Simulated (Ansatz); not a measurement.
`CN[BH][SnH3]` + H₂O → `CNBO` + `[SnH4]` at 298.15 K and 1 bar (formal hydrolysis of a B–Sn bond).

Gas-phase electronic energies from Ansatz, PBE0-D4/def2-TZVP geometries. CBS: MP2 limit from def2 TZ/QZ plus the TZ coupled-cluster correction, frozen cores. This one scheme is used for every species. def2 core potentials past Kr. For Sn outer-core shells are correlated without core-valence functions, which leaves a few kJ/mol of doubt a bond. Each species was taken in one conformer, which may not be the lowest.

```tsv
species	CCSD(T)/CBS energy (Eh)	H − E (kJ/mol)	S (J/(mol·K))
`CN[BH][SnH3]`	-336.39466	254.2	355.7
H₂O	-76.37941	66.4	188.7
`CNBO`	-196.42143	235.1	295.4
`[SnH4]`	-216.39156	79.6	228.5
```

H − E and S are ideal-gas, rigid-rotor, harmonic terms from PBE0-D4/def2-TZVP, for one conformer and one mirror image of each species. 1 Eh = 2625.50 kJ/mol, R = 8.31446 J/(mol·K).

By hand: ΔE, ΔH, ΔS and ΔG.

ΔE = (-196.42143) + (-216.39156) − (-336.39466) − (-76.37941) = -0.03892 Eh = -102.2 kJ/mol. Δ(H − E) = 235.1 + 79.6 − 254.2 − 66.4 = -5.9, so ΔH = -108.1 kJ/mol. ΔS = 295.4 + 228.5 − 355.7 − 188.7 = -20.5 J/(mol·K). ΔG = -108.1 − 298.15 × (-20.5)/1000 = -102.0 kJ/mol.

By hand: the equilibrium constant, and the temperature at which ΔG would vanish if ΔH and ΔS stayed fixed.

log₁₀ K = −ΔG/(RT ln 10) = 17.9. ΔG = 0 at ΔH/ΔS = 5273 K, far beyond where these terms or the molecules hold.

ΔH outweighs TΔS. A doubt of 5 kJ/mol in ΔE shifts log₁₀ K by 0.9 here. Other conformers and mirror images would add mixing entropy, several J/(mol·K) or more a flexible species. These are equilibria of isolated gas molecules and say nothing of rates. Largest T1 diagnostic: 0.014 (customary marks: 0.02 for closed shells, 0.045 for open ones).
